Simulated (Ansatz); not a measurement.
Calculated with Ansatz (gas phase, PBE0-D4/def2-TZVP geometries, no zero-point term in ΔE). CBS: MP2 limit from def2 TZ/QZ plus the TZ coupled-cluster correction, frozen cores. This one scheme is used for every species, atoms too. Functionals use def2-TZVPP. Open shells (•) are unrestricted, without spin–orbit coupling. Spin–orbit coupling would lower the free atoms: a little for Al, C, O, Si; strongly for Te. def2 core potentials past Kr. For Te outer-core shells are correlated without core-valence functions, so the limit isn't a true one: a few kJ/mol of doubt a bond, and 10 to 20 or more in all where bonds break to atoms. Each species was taken in one conformer, which may not be the lowest.

Reaction (atomization): `O[C]1([SiH3])[AlH][Te]1` → Al• + C• + 5 H• + O• + Si• + Te•

CCSD(T)/CBS gives +3092.5 kJ/mol.

Another level gave +3030.3 kJ/mol. Which?
A. ωB97X-V/def2-TZVPP
B. PBE0/def2-TZVPP
C. HF/def2-TZVPP
D. MP2/def2-TZVPP

B. PBE0 3030.3, HF/def2-TZVPP 2079.7, MP2/def2-TZVPP 3037.5, ωB97X-V 3072.9 kJ/mol.

Largest T1 diagnostic among the species: 0.018.

In def2-TZVPP, CCSD(T) changes the Hartree–Fock value by +898.3 kJ/mol (the triples alone add +72.1 kJ/mol) and MP2 by +957.8 kJ/mol; breaking electron pairs costs correlation energy, which Hartree–Fock lacks. The D4 term adds +51.9 kJ/mol with B3LYP and +27.0 kJ/mol with PBE0; it sums over pairs of atoms, weighted by their polarisabilities, and B3LYP, whose exchange is more repulsive, gets the larger term. From PBE to PBE0 (25 % exact exchange), in def2-TZVPP and without D4, ΔE moves by −68.2 kJ/mol: exact exchange takes away binding that semilocal exchange gives to molecules.

B3LYP here is the variant with VWN-RPA as its local correlation; programs differ in this.

For atomizations the MP2-based limit and the directly extrapolated one differ by several kJ/mol either way, and by 10 to 25 for some Ge, Se and Sn compounds, so smaller differences from it don't rank the levels.
